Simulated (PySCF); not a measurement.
Polarisability and C₆ of C⁺ (carbon, charge +1)

[He] 2s1 2p2, high-spin 4P determinant (an excited configuration). All numbers are calculated (PySCF 2.14, scalar relativity by spin-free X2C-1e, in aug-cc-pCVQZ-DK). Coupled (time-dependent) response in atomic units; α is the mean over directions.

```
method  mean α (bohr³)         α xx, yy, zz  C₆ (like pair)  S(−4)
   UHF           3.863  4.804, 3.392, 3.392           8.237  8.974
   PBE           4.290  5.199, 3.836, 3.836           9.303  12.79
  PBE0           4.150  5.082, 3.684, 3.684           8.942  11.50
  BLYP           4.273  5.140, 3.840, 3.840           9.249  12.59
  BP86           4.279  5.175, 3.831, 3.831           9.297  12.57
```

S(−4) is the Cauchy moment in α(ω) = α(0) + S(−4) ω² + …

α(iu) at PBE0:

```csv
u (hartree),α(iu) (bohr³)
0,4.150
0.0500,4.122
0.100,4.040
0.200,3.754
0.300,3.382
0.500,2.636
0.750,1.909
1.00,1.411
1.50,0.8373
2.00,0.5470
3.00,0.2839
5.00,0.1178
```

For an ion, C₆ is the dispersion term alone; charge-induced terms of lower order in 1/R come first.

The components differ because the open shell of this determinant is not spherical; for a pure term their mean is the scalar polarisability.
